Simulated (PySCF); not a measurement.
## Solvent effects on NMR parameters

Geometry:
```
atom   x (Å)   y (Å)   z (Å)
  C1   2.540   0.693  -0.340
  C2   1.997  -0.662   0.057
  O3   0.824  -0.980  -0.665
  B4  -0.376  -0.551  -0.237
  O5  -0.572   0.179   0.912
  C6  -1.967   0.340   1.082
  C7  -2.585  -0.148  -0.246
  O8  -1.535  -0.812  -0.918
  H9   3.492   0.895   0.175
 H10   1.829   1.488  -0.071
 H11   2.717   0.736  -1.425
 H12   2.730  -1.453  -0.168
 H13   1.795  -0.691   1.141
 H14  -2.200   1.395   1.295
 H15  -2.305  -0.262   1.943
 H16  -3.428  -0.840  -0.088
 H17  -2.949   0.689  -0.866
```

GIAO PBE0/pcSseg-1 in PySCF 2.14 on one PBE0-D3(BJ)/def2-SVP conformer, non-relativistic, equivalent nuclei averaged. Solvents enter as an IEF-PCM continuum (chloroform with ε = 4.7, acetone with ε = 20.5) around the gas-phase geometry. Shifts are referred to TMS, BF3·OEt2 computed in the same medium.

Gas phase, δ in ppm: C6/C7 67.2, C2 62.1, C1 19.2, B4 22.6, H14/H15/H16/H17 4.09, H12/H13 3.84, H9/H10/H11 1.15. Dipole moment 2.31 D.

(1) How does each δ change in the continuum?

(2) Which of the listed nuclei move most (in ppm), and what does the model miss? (N and O are left out, as their reference compounds move with the solvent too.)

## Answers

(1) 
```json
{"atoms": "C6/C7", "environment": "sp3 CH2 bonded to O", "Δδ, chloroform": "+0.8", "Δδ, acetone": "+1.1"}
{"atoms": "C2", "environment": "sp3 CH2 bonded to O", "Δδ, chloroform": "+1.0", "Δδ, acetone": "+1.4"}
{"atoms": "C1", "environment": "methyl carbon", "Δδ, chloroform": "+0.4", "Δδ, acetone": "+0.5"}
{"atoms": "B4", "environment": "boron bonded to 3 O, in a 5-membered ring", "Δδ, chloroform": "+0.6", "Δδ, acetone": "+0.7"}
{"atoms": "H14/H15/H16/H17", "environment": "hydrogen on an sp3 CH2 bonded to O", "Δδ, chloroform": "+0.14", "Δδ, acetone": "+0.19"}
{"atoms": "H12/H13", "environment": "hydrogen on an sp3 CH2 bonded to O", "Δδ, chloroform": "+0.06", "Δδ, acetone": "+0.08"}
{"atoms": "H9/H10/H11", "environment": "hydrogen on a methyl carbon", "Δδ, chloroform": "+0.03", "Δδ, acetone": "+0.04"}
```

Changes are relative to the gas phase. The dipole moment becomes 2.73 D in chloroform, 2.88 D in acetone.

(2) C2 (sp3 CH2 bonded to O, +1.4 ppm) in acetone. A continuum only polarises the solute; specific hydrogen bonds, the anisotropy of aromatic solvents and changes of geometry or conformer are outside it.
